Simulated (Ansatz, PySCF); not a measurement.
Gas-phase reaction (SMILES): C=CC[Si](O)(O)O [trihydroxy(prop-2-enyl)silane] + Cl (HCl) -> O[Si](O)(O)Cl [chloro(trihydroxy)silane] + C=CC [prop-1-ene]; hydrogen chloride cleaves one Si-C bond, a model of a ligand-exchange step.

Structures are relaxed separately at B3LYP-D3(BJ)/def2-TZVP in Ansatz (a first-principles code), one conformer each, not searched for the lowest. Valence correlation only, unless marked. No spin-orbit coupling. No relativistic terms. CBS marks a two-point X^-3 extrapolation of the correlation energy; Hartree-Fock from the larger set. The bracket is a focal-point correction in the basis named. Thermal terms are rigid-rotor harmonic-oscillator values from B3LYP-D3(BJ) frequencies (Ansatz or PySCF) at 298.15 K and 1 atm. 1 Eh = 627.5095 kcal/mol.

```tsv
species	E, RI-MP2/CBS(aug-cc-pV(T+d)Z,aug-cc-pV(Q+d)Z)+[CCSD(T)-MP2]/aug-cc-pV(T+d)Z (Ansatz) (Eh)	E, wB97M-V/def2-TZVPD (Ansatz) (Eh)	H - E (Eh)
C=CC[Si](O)(O)O	-633.73317	-634.47158	0.12450
Cl (HCl)	-460.37874	-460.79070	0.01000
O[Si](O)(O)Cl	-976.40476	-977.42436	0.05273
C=CC	-117.74462	-117.87526	0.08449
```

Q: Work out ΔE and ΔH at 298.15 K at the first level, then ΔH at the second.

A: 
1. ΔE = [(-976.40476) + (-117.74462)] - [(-633.73317) + (-460.37874)] = -0.03747 Eh = -23.5 kcal/mol at RI-MP2/CBS(aug-cc-pV(T+d)Z,aug-cc-pV(Q+d)Z)+[CCSD(T)-MP2]/aug-cc-pV(T+d)Z.
2. The terms H - E add up to 0.00272 Eh, so ΔH = (-0.03747 + (0.00272))×627.5095 = -21.8 kcal/mol.
3. At wB97M-V/def2-TZVPD the same steps give ΔE = -23.4 and ΔH = -21.7 kcal/mol, a shift of +0.1 from the first level.
4. These values are not checked against measurement here, since the tables used lack a sound gas-phase enthalpy of formation for at least one species.
